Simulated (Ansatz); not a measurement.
Reaction (formal exchange of groups at a B–C bond): `BC(=C)SC` + `Cl[CH2][GeH3]` → `B[CH](Cl)[GeH3]` + `C=CSC`

Gas-phase electronic energies from Ansatz, PBE0-D4/def2-TZVP geometries. CCSD(T)/CBS is the MP2 limit (def2-TZVPP, def2-QZVPP) plus CCSD(T) − MP2 in def2-TZVPP, frozen cores. Functionals use def2-TZVPP. For Ge outer-core shells are correlated without core-valence functions, which leaves a few kJ/mol of doubt a bond. Scalar relativity is left out up to krypton. One conformer a species, not always the lowest.

Question: Is it downhill or uphill in electronic energy at CCSD(T)/CBS, and by how much? (Estimate.)

Answer: The calculation gave: Nearly level: ΔE = +0.03 eV.

Question: What do these levels give: PBE-D4, PBE0, HF/def2-TZVPP, CCSD/def2-TZVPP, CCSD(T)/def2-TZVPP, MP2/CBS(def2)? (Estimate.)

Answer: Computed: PBE-D4 -0.01, PBE0 0.00, HF/def2-TZVPP 0.09, CCSD/def2-TZVPP 0.03, CCSD(T)/def2-TZVPP 0.03, MP2/CBS(def2) 0.02 eV.

Largest T1 diagnostic among the species: 0.012.

In def2-TZVPP, CCSD(T) changes the Hartree–Fock value by −0.06 eV (the triples alone add +0.00 eV) and MP2 by −0.06 eV.
